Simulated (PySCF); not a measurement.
silane (H₄Si), singlet, at a GFN2-xTB geometry. Base run: MP2/def2-TZVP (PySCF).

The PySCF input:
```python
from pyscf import gto, scf, mp

mol = gto.M(
    atom='''
Si   -0.00000000    0.00000000   -0.00000000
H     0.85687118    0.83207387    0.84090169
H    -0.85685565   -0.82713035    0.84578045
H    -0.82961346    0.85438800   -0.84584481
H     0.82959793   -0.85933152   -0.84083733
''',
    basis='def2-tzvp',
    verbose=5,
)

mf = scf.RHF(mol)
mf.kernel()

pt = mp.MP2(mf)
pt.kernel()
print('E(MP2) = %.10f' % pt.e_tot)
```

Task: The base was run again with changes. Order these runs by total energy, lowest first: cart = on | method = ccsd | method = ccsd(t) | frozen = 6 | frozen = 4 | method = cisd.

Result: method = ccsd(t) (ΔE vs base (mEh) -36.036), method = ccsd (ΔE vs base (mEh) -31.599), method = cisd (ΔE vs base (mEh) -15.346), cart = on (ΔE vs base (mEh) -1.648), frozen = 4 (ΔE vs base (mEh) 92.438), frozen = 6 (ΔE vs base (mEh) 153.0)
